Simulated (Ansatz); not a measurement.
Ansatz (a program for electronic structure) input for C3H6OSi, SMILES [SiH3][C@@H]1C=CO1, PBE-D3(BJ)/def2-SVP. 

Ansatz 0.2 input:
```yaml
crystal:
  periodic: [false, false, false]
  atoms:
    - {symbol: Si, position_ang: [1.61208777, 0.23257379, -0.11090256]}
    - {symbol: C, position_ang: [-0.21510016, 0.08681577, -0.61866065]}
    - {symbol: C, position_ang: [-1.22576607, 0.86623335, 0.19344517]}
    - {symbol: C, position_ang: [-1.62890285, -0.31852503, 0.68913044]}
    - {symbol: O, position_ang: [-0.77689200, -1.14465084, -0.01371737]}
    - {symbol: H, position_ang: [2.13655941, 1.55621624, -0.56032514]}
    - {symbol: H, position_ang: [1.69930646, 0.12790769, 1.37030996]}
    - {symbol: H, position_ang: [2.41045984, -0.84817393, -0.75651890]}
    - {symbol: H, position_ang: [-0.36875678, 0.06982806, -1.71111304]}
    - {symbol: H, position_ang: [-1.47487875, 1.91509934, 0.32449960]}
    - {symbol: H, position_ang: [-2.33816853, -0.72684839, 1.41203270]}
basis:
  gaussian:
    orbitals: def2-SVP
hamiltonian:
  xc: pbe
  dispersion: d3bj
relax: {f_tol: 0.002, max_steps: 200}
```

Output:

```
WARN ansatz: RAYON_NUM_THREADS=1 ignored (pool sized by the plan → 1); use --threads N
Functional definition: PBE
integrals: 0.05 GiB planned
1161 factors; their error is unknown
mean field: 0.28 GiB planned
mean field evaluation 1: about -13108.1013 eV, gradient 4.8e1 eV
mean field evaluation 2: about -13100.2371 eV, gradient 7.3e1 eV
mean field evaluation 4: about -13114.0935 eV, gradient 9.7e0 eV
mean field evaluation 8: about -13114.3249 eV, gradient 1.9e-1 eV
mean field evaluation 16: about -13114.2443 eV, gradient 2.9e-4 eV
mean field -13114.24431135 eV, -481.9395892880 hartree, gradient 3.4e-5 eV, S^2 0.000000; 0 other end points of the search recorded, 0 dependent functions left out
the calculation of the forces begins
reference -13114.24434602 eV, -481.9395905620 hartree; 23, 23 occupied and 81, 81 virtual orbitals, 1161 factors
relax step   1: F+E_penalty+E_count = -13114.47445340 eV  Δ(F+E_penalty+E_count) = +0.000e0 eV  max|allowed force component| = 4.577e-1 eV/Å  Δτ_max = 0.0000 Å  (29 SCF iters, accepted)
these checks for a lower state are left out or cut short: starts, cluster_reference, orbital_swaps, neighbouring_geometries, increment
integrals: 0.05 GiB planned
1161 factors; their error is unknown
mean field: 0.28 GiB planned
mean field -13114.25781701 eV, -481.9400856120 hartree, gradient 1.1e-5 eV, S^2 0.000000; 0 other end points of the search recorded, 0 dependent functions left out
the calculation of the forces begins
reference -13114.25785177 eV, -481.9400868891 hartree; 23, 23 occupied and 81, 81 virtual orbitals, 1161 factors
relax step   2: F+E_penalty+E_count = -13114.48763416 eV  Δ(F+E_penalty+E_count) = -1.318e-2 eV  max|allowed force component| = 1.322e-1 eV/Å  Δτ_max = 0.0127 Å  (33 SCF iters, accepted)
these checks for a lower state are left out or cut short: starts, cluster_reference, orbital_swaps, neighbouring_geometries, increment
integrals: 0.05 GiB planned
1161 factors; their error is unknown
mean field: 0.28 GiB planned
mean field evaluation 32: about -13114.2590 eV, gradient 1.1e-5 eV
mean field -13114.25895669 eV, -481.9401274943 hartree, gradient 1.1e-5 eV, S^2 0.000000; 0 other end points of the search recorded, 0 dependent functions left out
the calculation of the forces begins
reference -13114.25899148 eV, -481.9401287729 hartree; 23, 23 occupied and 81, 81 virtual orbitals, 1161 factors
relax step   3: F+E_penalty+E_count = -13114.48864696 eV  Δ(F+E_penalty+E_count) = -1.013e-3 eV  max|allowed force component| = 5.477e-2 eV/Å  Δτ_max = 0.0124 Å  (33 SCF iters, accepted)
these checks for a lower state are left out or cut short: starts, cluster_reference, orbital_swaps, neighbouring_geometries, increment
integrals: 0.05 GiB planned
1161 factors; their error is unknown
mean field: 0.28 GiB planned
mean field -13114.25904189 eV, -481.9401306253 hartree, gradient 1.1e-5 eV, S^2 0.000000; 0 other end points of the search recorded, 0 dependent functions left out
the calculation of the forces begins
reference -13114.25907669 eV, -481.9401319042 hartree; 23, 23 occupied and 81, 81 virtual orbitals, 1161 factors
relax step   4: F+E_penalty+E_count = -13114.48878344 eV  Δ(F+E_penalty+E_count) = -1.365e-4 eV  max|allowed force component| = 3.617e-2 eV/Å  Δτ_max = 0.0066 Å  (33 SCF iters, accepted)
these checks for a lower state are left out or cut short: starts, cluster_reference, orbital_swaps, neighbouring_geometries, increment
integrals: 0.05 GiB planned
1161 factors; their error is unknown
mean field: 0.28 GiB planned
mean field -13114.25915125 eV, -481.9401346443 hartree, gradient 1.2e-5 eV, S^2 0.000000; 0 other end points of the search recorded, 0 dependent functions left out
the calculation of the forces begins
reference -13114.25918604 eV, -481.9401359229 hartree; 23, 23 occupied and 81, 81 virtual orbitals, 1161 factors
relax step   5: F+E_penalty+E_count = -13114.48891726 eV  Δ(F+E_penalty+E_count) = -1.338e-4 eV  max|allowed force component| = 1.395e-2 eV/Å  Δτ_max = 0.0032 Å  (34 SCF iters, accepted)
these checks for a lower state are left out or cut short: starts, cluster_reference, orbital_swaps, neighbouring_geometries, increment
integrals: 0.05 GiB planned
1161 factors; their error is unknown
mean field: 0.28 GiB planned
mean field -13114.25913464 eV, -481.9401340339 hartree, gradient 1.1e-5 eV, S^2 0.000000; 0 other end points of the search recorded, 0 dependent functions left out
the calculation of the forces begins
reference -13114.25916943 eV, -481.9401353124 hartree; 23, 23 occupied and 81, 81 virtual orbitals, 1161 factors
relax step   6: F+E_penalty+E_count = -13114.48893540 eV  Δ(F+E_penalty+E_count) = -1.815e-5 eV  max|allowed force component| = 6.393e-3 eV/Å  Δτ_max = 0.0024 Å  (24 SCF iters, accepted)
these checks for a lower state are left out or cut short: starts, cluster_reference, orbital_swaps, neighbouring_geometries, increment
integrals: 0.05 GiB planned
1161 factors; their error is unknown
mean field: 0.28 GiB planned
mean field -13114.25906785 eV, -481.9401315794 hartree, gradient 1.2e-5 eV, S^2 0.000000; 0 other end points of the search recorded, 0 dependent functions left out
the calculation of the forces begins
reference -13114.25910264 eV, -481.9401328580 hartree; 23, 23 occupied and 81, 81 virtual orbitals, 1161 factors
relax step   7: F+E_penalty+E_count = -13114.48895263 eV  Δ(F+E_penalty+E_count) = -1.722e-5 eV  max|allowed force component| = 4.258e-3 eV/Å  Δτ_max = 0.0052 Å  (34 SCF iters, accepted)
these checks for a lower state are left out or cut short: starts, cluster_reference, orbital_swaps, neighbouring_geometries, increment
integrals: 0.05 GiB planned
1161 factors; their error is unknown
mean field: 0.28 GiB planned
mean field evaluation 64: about -13114.2591 eV, gradient 7.2e-5 eV
mean field -13114.25906737 eV, -481.9401315616 hartree, gradient 7.2e-5 eV, S^2 0.000000; 0 other end points of the search recorded, 0 dependent functions left out
the calculation of the forces begins
reference -13114.25910216 eV, -481.9401328402 hartree; 23, 23 occupied and 81, 81 virtual orbitals, 1161 factors
relax step   8: F+E_penalty+E_count = -13114.48895460 eV  Δ(F+E_penalty+E_count) = -1.978e-6 eV  max|allowed force component| = 2.275e-3 eV/Å  Δτ_max = 0.0009 Å  (20 SCF iters, accepted)
these checks for a lower state are left out or cut short: starts, cluster_reference, orbital_swaps, neighbouring_geometries, increment
integrals: 0.05 GiB planned
1161 factors; their error is unknown
mean field: 0.28 GiB planned
mean field -13114.25906007 eV, -481.9401312934 hartree, gradient 2.6e-5 eV, S^2 0.000000; 0 other end points of the search recorded, 0 dependent functions left out
the calculation of the forces begins
reference -13114.25909486 eV, -481.9401325720 hartree; 23, 23 occupied and 81, 81 virtual orbitals, 1161 factors
relax step   9: F+E_penalty+E_count = -13114.48895591 eV  Δ(F+E_penalty+E_count) = -1.305e-6 eV  max|allowed force component| = 8.537e-4 eV/Å  Δτ_max = 0.0014 Å  (22 SCF iters, accepted)
integrals: 0.05 GiB planned
1161 factors; their error is unknown
mean field: 0.28 GiB planned
mean field -13114.25906007 eV, -481.9401312934 hartree, gradient 2.5e-5 eV, S^2 0.000000; 1 other end points of the search recorded, 0 dependent functions left out
the calculation of the forces begins
reference -13114.25909486 eV, -481.9401325720 hartree; 23, 23 occupied and 81, 81 virtual orbitals, 1161 factors
Total energy: -13114.48899070 eV, -481.9485810884 hartree
Atom 0 at     1.608318     0.232187    -0.110190 Å, force    -0.000700    -0.000531    -0.000001 eV/Å
Atom 1 at    -0.224130     0.086351    -0.626875 Å, force     0.000265    -0.000579     0.000854 eV/Å
Atom 2 at    -1.222446     0.872856     0.190044 Å, force     0.000176    -0.000443    -0.000370 eV/Å
Atom 3 at    -1.625780    -0.320693     0.693673 Å, force     0.000108    -0.000102    -0.000157 eV/Å
Atom 4 at    -0.779648    -1.154661    -0.020031 Å, force    -0.000106     0.000259    -0.000489 eV/Å
Atom 5 at     2.139173     1.568242    -0.557516 Å, force     0.000494     0.000794    -0.000175 eV/Å
Atom 6 at     1.683693     0.123737     1.384391 Å, force    -0.000200    -0.000129    -0.000366 eV/Å
Atom 7 at     2.422588    -0.853484    -0.758357 Å, force    -0.000086     0.000265     0.000026 eV/Å
Atom 8 at    -0.374581     0.066325    -1.728415 Å, force     0.000062    -0.000030     0.000515 eV/Å
Atom 9 at    -1.466174     1.930780     0.321912 Å, force    -0.000016     0.000159     0.000032 eV/Å
Atom 10 at    -2.331063    -0.735163     1.429543 Å, force     0.000002     0.000337     0.000130 eV/Å
Dipole moment:    -0.070272     0.206626    -0.016143 e Å
```

Self-consistency was reached.

Cost: about 19 core-seconds (a rough figure).
